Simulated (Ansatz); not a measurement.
Na, doublet; CAM-B3LYP/6-311G** (Ansatz, a first-principles code).

Here is a job for Ansatz.
Ansatz 0.2 input:
```yaml
crystal:
  periodic: [false, false, false]
  atoms:
    - {symbol: Na, position_ang: [0.00000000, 0.00000000, 0.00000000]}
basis:
  gaussian:
    orbitals: 6-311G__.json
hamiltonian:
  xc: cam_b3lyp
magnetization: {spin_polarized: true, initial_magnetization: 1}
```
The basis file holds 6-311G** in the JSON format of the Basis Set Exchange.

Output, abridged:

```
Functional definition: CAM-B3LYP
211 factors; their error is unknown
64 factors; integrals over basis functions are off by at most 8.0e-5 eV
mean field evaluation 1: about -4415.3632 eV, gradient 8.7e-1 eV
mean field evaluation 2: about -4415.3863 eV, gradient 2.7e-1 eV
mean field evaluation 4: about -4415.3896 eV, gradient 8.3e-2 eV
mean field evaluation 8: about -4415.3878 eV, gradient 8.4e-4 eV
mean field -4415.38775046 eV, -162.2625069719 hartree, gradient 8.8e-5 eV, S^2 0.750009; 0 other end points of the search recorded, 0 dependent functions left out
reference -4415.38782959 eV, -162.2625098799 hartree; 6, 5 occupied and 21, 22 virtual orbitals, 211 factors
Total energy: -4415.38782959 eV, -162.2625098799 hartree
```
